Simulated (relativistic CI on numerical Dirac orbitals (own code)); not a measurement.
# Hyperfine structure of Ge³⁺, mass number 73

Method of calculation: Dirac-Coulomb-Breit CI, orbitals from a KLI potential per configuration, a model potential for QED, valence Slater integrals scaled by 0.85, P86 correlation energy added to each configuration (own radial code, finite nucleus).

Configurations in the expansion (outside the closed core [Ar]): 3d10 4s, 3d10 4p, 3d10 4d, 3d10 4f, 3d10 5s, 3d9 4s2, 3d10 5p, 3d10 5d, 3d10 6s, 3d10 6p, 3d10 5f, 3d10 5g, 3d9 4p2, 3d9 4s 4p, 3d10 6d, 3d10 7s. Levels of other configurations are missing.

Nuclear spin I = 9/2, μ = -0.87824 μN, Q = -0.196 b (tables of Stone and Pyykkö). The electronic factors are computed for point nuclear moments, without core polarisation; leaving it out makes A of s and p electrons in near-neutral atoms 20 to 40 % too small, and it can dominate for d and f shells.

```tsv
Level	E (cm⁻¹)	A (MHz)	B (MHz)
3d10 4s 2S_1/2	0.0	-2776	
3d10 4p 2P°_1/2	79993.3	-596.2	
3d10 4p 2P°_3/2	82585.4	-109.6	-204
3d10 4d 2D_3/2	185486.0	-26.79	-15.5
3d10 4d 2D_5/2	185722.1	-11.58	-21.3
3d10 5s 2S_1/2	194238.9	-875	
3d9 4s2 2D_5/2	208045.9	-190.5	393
3d9 4s2 2D_3/2	212448.8	-452.9	283
```

Levels with J = 0, under 50 % of one LS term, or S terms without an open s electron are left out. Small factors come from cancelling terms and can be off by tens of per cent or more.

Correlation outside the listed configurations is missing or only estimated: errors of thousands of cm⁻¹ between configurations and terms are usual at this charge. Rates and lifetimes follow the computed energies and can be off by large factors. The fine structure of a lone outer electron comes out too small, for d and f at times inverted, and misplaced configurations move strength between like terms. 23 of the 34 excited levels that our extract of the measured tables holds in this range could be paired (the sources list more); they are missed by 9114 cm⁻¹ on average and 51995 at most, and levels without a partner can miss by more.

(1) Give the hyperfine levels of 3d10 4s 2S_1/2 relative to its centre of gravity.

## Answers

(1) With K = F(F + 1) − I(I + 1) − J(J + 1), E = AK/2: F = 4: 7635, F = 5: -6247 MHz.

LS names give the leading component of a level, which can be under half, so a name can repeat, a term be missing and a line seem to break the LS rules.
